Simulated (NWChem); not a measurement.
System: CH₃F₃OSi; SMILES O[Si](F)(F)CF

The following NWChem deck was run.

```
start job
memory heap 200 mb stack 900 mb global 1100 mb
geometry units angstroms noautosym nocenter noautoz
  O     -1.607901    -0.348532    -0.134873
  Si     0.018322    -0.474391    -0.019066
  F      0.401235    -1.488018     1.156057
  F      0.658132    -1.086931    -1.352398
  C      0.721686     1.245785     0.315609
  F     -0.197297     2.151929    -0.259032
  H     -1.892143     0.565192    -0.295890
  H      1.704912     1.416873    -0.136592
  H      0.794082     1.467073     1.387352
end
basis spherical
  * library 6-31g*
end
dft
  xc b3lyp
  iterations 150
end
property
  shielding
end
task dft property
```

Parts of the log:

```
             Northwest Computational Chemistry Package (NWChem) 7.3.0
             --------------------------------------------------------

                             Geometry "geometry" -> ""
                             -------------------------

 Output coordinates in angstroms (scale by  1.889725989 to convert to a.u.)

  No.       Tag          Charge          X              Y              Z
 ---- ---------------- ---------- -------------- -------------- --------------
    1 O                    8.0000    -1.60790100    -0.34853200    -0.13487300
    2 Si                  14.0000     0.01832200    -0.47439100    -0.01906600
    3 F                    9.0000     0.40123500    -1.48801800     1.15605700
    4 F                    9.0000     0.65813200    -1.08693100    -1.35239800
    5 C                    6.0000     0.72168600     1.24578500     0.31560900
    6 F                    9.0000    -0.19729700     2.15192900    -0.25903200
    7 H                    1.0000    -1.89214300     0.56519200    -0.29589000
    8 H                    1.0000     1.70491200     1.41687300    -0.13659200
    9 H                    1.0000     0.79408200     1.46707300     1.38735200

 Effective nuclear repulsion energy (a.u.)     338.0225436857

                              NWChem Property Module
                              ----------------------

  itol2e modified to match energy
  convergence criterion.

                                 NWChem DFT Module
                                 -----------------

 Summary of "ao basis" -> "ao basis" (spherical)
 ------------------------------------------------------------------------------
       Tag                 Description            Shells   Functions and Types
 ---------------- ------------------------------  ------  ---------------------
 O                           6-31g*                  6       14   3s2p1d
 Si                          6-31g*                  8       18   4s3p1d
 F                           6-31g*                  6       14   3s2p1d
 C                           6-31g*                  6       14   3s2p1d
 H                           6-31g*                  2        2   2s

  itol2e modified to match energy
  convergence criterion.

            General Information
            -------------------
          SCF calculation type: DFT
          Wavefunction type:  closed shell.
          No. of atoms     :     9
          No. of electrons :    58
           Alpha electrons :    29
            Beta electrons :    29
          Charge           :     0
          Spin multiplicity:     1
          Use of symmetry is: off; symmetry adaption is: off
          Maximum number of iterations: 150
          AO basis - number of functions:    94
                     number of shells:    44
          Convergence on energy requested:  1.00D-07
          Convergence on density requested:  1.00D-05
          Convergence on gradient requested:  5.00D-04

              XC Information
              --------------
                         B3LYP Method XC Potential
                     Hartree-Fock (Exact) Exchange  0.200
                        Slater Exchange Functional  0.800 local
                    Becke 1988 Exchange Functional  0.720 non-local
              Lee-Yang-Parr Correlation Functional  0.810
                  VWN I RPA Correlation Functional  0.190 local

[...]

          -----------------------------------------
          Chemical Shielding Tensors (GIAO, in ppm)
          -----------------------------------------

                                NWChem CPHF Module
                                ------------------

  scftype          =     RHF
  nclosed          =       29
  nopen            =        0
  variables        =     1885
  # of vectors     =        3
  tolerance        = 0.10D-03
  level shift      = 0.00D+00
  max iterations   =       50
  max subspace     =       30

 SCF residual:    2.1668955775467816E-004

Iterative solution of linear equations
  No. of variables     1885
  No. of equations        3
  Maximum subspace       30
        Iterations       50
       Convergence  1.0D-04

   iter   nsub   residual    time
   ----  ------  --------  ---------
     1      3    2.53D-01      74.3
     2      6    9.19D-03      80.6
     3      9    6.49D-04      90.7
     4     12    5.57D-05      99.4

      Atom:    1  O
        Diamagnetic
    407.4456     -6.9962      3.0815
     -6.9962    390.2222     -2.7956
      3.0815     -2.7956    375.5430

        Paramagnetic
    -88.8099     14.6332     -8.8073
     14.6332   -156.1115     11.9724
     -8.8073     11.9724    -83.9114

        Total Shielding Tensor
    318.6356      7.6371     -5.7258
      7.6371    234.1107      9.1767
     -5.7258      9.1767    291.6316

           isotropic =     281.4593
          anisotropy =      58.0930

          Principal Components and Axis System
                 1           2           3
              320.1880    292.3292    231.8607

      1         0.9822      0.1609     -0.0970
      2         0.0685      0.1742      0.9823
      3        -0.1749      0.9715     -0.1601

      Atom:    2  Si
        Diamagnetic
    879.1109     -1.6058     -0.3455
     -1.6058    881.4208     -1.0101
     -0.3455     -1.0101    880.2685

        Paramagnetic
   -408.1788      5.6643     -6.0806
      5.6643   -442.4251      2.0906
     -6.0806      2.0906   -417.2291

        Total Shielding Tensor
    470.9322      4.0586     -6.4262
      4.0586    438.9957      1.0805
     -6.4262      1.0805    463.0395

           isotropic =     457.6558
          anisotropy =      25.6937

          Principal Components and Axis System
                 1           2           3
              474.7849    459.8431    438.3394

      1         0.8774      0.4594     -0.1385
      2         0.0852      0.1349      0.9872
      3        -0.4722      0.8779     -0.0792

      Atom:    3  F
        Diamagnetic
    461.0099     -4.8586      5.5068
     -4.8586    472.8737    -15.0117
      5.5068    -15.0117    476.4340

        Paramagnetic
   -168.5751    -16.5166     -3.4483
    -16.5166   -128.7311    -33.4477
     -3.4483    -33.4477   -114.5135

        Total Shielding Tensor
    292.4347    -21.3752      2.0585
    -21.3752    344.1426    -48.4594
      2.0585    -48.4594    361.9206

           isotropic =     332.8326
          anisotropy =     107.3858

          Principal Components and Axis System
                 1           2           3
              404.4232    313.4250    280.6498

      1         0.1378     -0.5366      0.8325
      2        -0.6498      0.5854      0.4848
      3         0.7475      0.6078      0.2680

      Atom:    4  F
        Diamagnetic
    464.2304     -5.1163    -10.4306
     -5.1163    465.1349     10.2799
    -10.4306     10.2799    481.0322

        Paramagnetic
   -163.9788    -21.7879    -28.2793
    -21.7879   -158.8718     25.3830
    -28.2793     25.3830   -117.8370

        Total Shielding Tensor
    300.2516    -26.9042    -38.7099
    -26.9042    306.2630     35.6629
    -38.7099     35.6629    363.1952

           isotropic =     323.2366
          anisotropy =     117.8459

          Principal Components and Axis System
                 1           2           3
              401.8006    292.4079    275.5014

      1        -0.4182     -0.3967      0.8171
      2         0.4187      0.7141      0.5610
      3         0.8061     -0.5767      0.1326

      Atom:    5  C
        Diamagnetic
    248.7150     -1.6363      3.8056
     -1.6363    255.7969     -1.8472
      3.8056     -1.8472    244.0011

        Paramagnetic
   -125.8314    -35.1795     22.5941
    -35.1795   -121.2093    -22.3587
     22.5941    -22.3587   -145.3367

        Total Shielding Tensor
    122.8836    -36.8158     26.3997
    -36.8158    134.5876    -24.2059
     26.3997    -24.2059     98.6644

           isotropic =     118.7119
          anisotropy =      93.9415

          Principal Components and Axis System
                 1           2           3
              181.3395     93.0792     81.7168

      1        -0.6107      0.5942     -0.5234
      2         0.6858      0.7273      0.0255
      3        -0.3958      0.3434      0.8517

      Atom:    6  F
        Diamagnetic
    472.0176    -11.0738      9.7193
    -11.0738    475.7783     -6.9079
      9.7193     -6.9079    461.2779

        Paramagnetic
     -9.0629     23.3091    -35.1634
     23.3091     -8.3025      8.6442
    -35.1634      8.6442      9.1634

        Total Shielding Tensor
    462.9547     12.2353    -25.4441
     12.2353    467.4758      1.7363
    -25.4441      1.7363    470.4413

           isotropic =     466.9573
          anisotropy =      40.8986

          Principal Components and Axis System
                 1           2           3
              494.2230    469.3484    437.3004

      1        -0.6687      0.0797      0.7393
      2        -0.2607      0.9060     -0.3334
      3         0.6964      0.4157      0.5851

      Atom:    7  H
        Diamagnetic
     27.4510     -8.5800      2.5226
     -8.5800     39.3138     -3.9826
      2.5226     -3.9826     15.5989

        Paramagnetic
      2.4105      3.5572     -0.5549
      3.5572     -3.1466      1.6015
     -0.5549      1.6015      5.3934

[...]
```

Level: B3LYP/6-31G* (spherical d), GIAO. The geometry was optimised at B3LYP/6-31G* (spherical d). B3LYP is NWChem's, with the RPA form of VWN correlation. The printed shielding anisotropy is the first printed principal value minus the mean of the other two.
